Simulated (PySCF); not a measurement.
Isomers of C5H11OPS.

All values: PBE0/pcSseg-1 (PySCF) at GFN2-xTB geometries, gas phase, one conformer each.

(1) Rank by LUMO energy, highest first.
A. `[CH3:1][O:2][C@@H:3]1[CH2:4][CH2:5][CH2:6][P@H:7]1=[S:8]` with C1–O2–C3–C4 -171°, O2–C3–C4–C5 -86°, C3–C4–C5–C6 -51°, C4–C5–C6–P7 44°, C5–C6–P7–S8 -150°
B. `[CH3:1][S:2][CH2:3][P:4]1(=[O:5])[CH2:6][CH2:7][CH2:8]1` with C1–S2–C3–P4 77°, S2–C3–P4–O5 -72°, C3–P4–C6–C7 -90°, P4–C6–C7–C8 -17°, C6–C7–C8–P4 17°, C3–P4–C8–C7 92°
C. `[CH3:1][P:2]1(=[S:3])[CH2:4][CH2:5][O:6][CH2:7][CH2:8]1` with C1–P2–C4–C5 -162°, P2–C4–C5–O6 63°, C4–C5–O6–C7 -70°, C5–O6–C7–C8 70°

(2) Rank by dipole moment, lowest first.
A. `[CH3:1][S:2][CH2:3][P:4]1(=[O:5])[CH2:6][CH2:7][CH2:8]1` with C1–S2–C3–P4 77°, S2–C3–P4–O5 -72°, C3–P4–C6–C7 -90°, P4–C6–C7–C8 -17°, C6–C7–C8–P4 17°, C3–P4–C8–C7 92°
B. `[OH:1][CH2:2][P:3]1[CH2:4][CH2:5][S:6][CH2:7][CH2:8]1` with H–O1–C2–P3 -61°, O1–C2–P3–C4 -170°, C2–P3–C4–C5 163°, P3–C4–C5–S6 -72°, C4–C5–S6–C7 62°, C5–S6–C7–C8 -62°
C. `[CH3:1][P:2]1(=[S:3])[CH2:4][CH2:5][O:6][CH2:7][CH2:8]1` with C1–P2–C4–C5 -162°, P2–C4–C5–O6 63°, C4–C5–O6–C7 -70°, C5–O6–C7–C8 70°
D. `[CH3:1][P:2]1(=[O:3])[CH2:4][CH2:5][S:6][CH2:7][CH2:8]1` with C1–P2–C4–C5 173°, P2–C4–C5–S6 -70°, C4–C5–S6–C7 67°, C5–S6–C7–C8 -67°

(3) Rank by the lowest IAO charge on any atom, lowest value first.
A. `[CH3:1][P:2]1(=[O:3])[CH2:4][CH2:5][S:6][CH2:7][CH2:8]1` with C1–P2–C4–C5 173°, P2–C4–C5–S6 -70°, C4–C5–S6–C7 67°, C5–S6–C7–C8 -67°
B. `[OH:1][CH2:2][P:3]1[CH2:4][CH2:5][S:6][CH2:7][CH2:8]1` with H–O1–C2–P3 -61°, O1–C2–P3–C4 -170°, C2–P3–C4–C5 163°, P3–C4–C5–S6 -72°, C4–C5–S6–C7 62°, C5–S6–C7–C8 -62°
C. `[CH3:1][S:2][CH2:3][P:4]1(=[O:5])[CH2:6][CH2:7][CH2:8]1` with C1–S2–C3–P4 77°, S2–C3–P4–O5 -72°, C3–P4–C6–C7 -90°, P4–C6–C7–C8 -17°, C6–C7–C8–P4 17°, C3–P4–C8–C7 92°
D. `[CH3:1][P:2]1(=[S:3])[CH2:4][CH2:5][O:6][CH2:7][CH2:8]1` with C1–P2–C4–C5 -162°, P2–C4–C5–O6 63°, C4–C5–O6–C7 -70°, C5–O6–C7–C8 70°
E. `[CH3:1][O:2][C@@H:3]1[CH2:4][CH2:5][CH2:6][P@H:7]1=[S:8]` with C1–O2–C3–C4 -171°, O2–C3–C4–C5 -86°, C3–C4–C5–C6 -51°, C4–C5–C6–P7 44°, C5–C6–P7–S8 -150°

Results:

(1) C (0.97 eV), B (0.64 eV), A (0.47 eV).

(2) B (1.58 D), A (2.80 D), D (3.12 D), C (3.75 D).

(3) A (-0.936 e), C (-0.898 e), D (-0.652 e), E (-0.595 e), B (-0.540 e).

All values together:

```
              SMILES  μ (D)  HOMO (eV)  LUMO (eV)  lowest IAO charge (e)  highest IAO charge (e)  lowest Hirshfeld charge (e)  highest Hirshfeld charge (e)
       CP1(=O)CCSCC1   3.12      -6.58       1.02             -0.936 (O)              +1.524 (P)                   -0.406 (O)                    +0.435 (P)
       CP1(=S)CCOCC1   3.75      -6.49       0.97             -0.652 (C)              +1.083 (P)                   -0.332 (S)                    +0.350 (P)
CO[C@@H]1CCC[P@H]1=S   3.77      -6.37       0.47             -0.595 (S)              +0.887 (P)                   -0.339 (S)                    +0.299 (P)
       CSCP1(=O)CCC1   2.80      -6.45       0.64             -0.898 (O)              +1.494 (P)                   -0.386 (O)                    +0.423 (P)
          OCP1CCSCC1   1.58      -6.42       0.50             -0.540 (O)              +0.439 (P)                   -0.230 (O)                    +0.162 (H)
```

Conformers: `[CH3:1][P:2]1(=[O:3])[CH2:4][CH2:5][S:6][CH2:7][CH2:8]1` with C1–P2–C4–C5 173°, P2–C4–C5–S6 -70°, C4–C5–S6–C7 67°, C5–S6–C7–C8 -67°; `[CH3:1][P:2]1(=[S:3])[CH2:4][CH2:5][O:6][CH2:7][CH2:8]1` with C1–P2–C4–C5 -162°, P2–C4–C5–O6 63°, C4–C5–O6–C7 -70°, C5–O6–C7–C8 70°; `[CH3:1][O:2][C@@H:3]1[CH2:4][CH2:5][CH2:6][P@H:7]1=[S:8]` with C1–O2–C3–C4 -171°, O2–C3–C4–C5 -86°, C3–C4–C5–C6 -51°, C4–C5–C6–P7 44°, C5–C6–P7–S8 -150°; `[CH3:1][S:2][CH2:3][P:4]1(=[O:5])[CH2:6][CH2:7][CH2:8]1` with C1–S2–C3–P4 77°, S2–C3–P4–O5 -72°, C3–P4–C6–C7 -90°, P4–C6–C7–C8 -17°, C6–C7–C8–P4 17°, C3–P4–C8–C7 92°; `[OH:1][CH2:2][P:3]1[CH2:4][CH2:5][S:6][CH2:7][CH2:8]1` with H–O1–C2–P3 -61°, O1–C2–P3–C4 -170°, C2–P3–C4–C5 163°, P3–C4–C5–S6 -72°, C4–C5–S6–C7 62°, C5–S6–C7–C8 -62°.
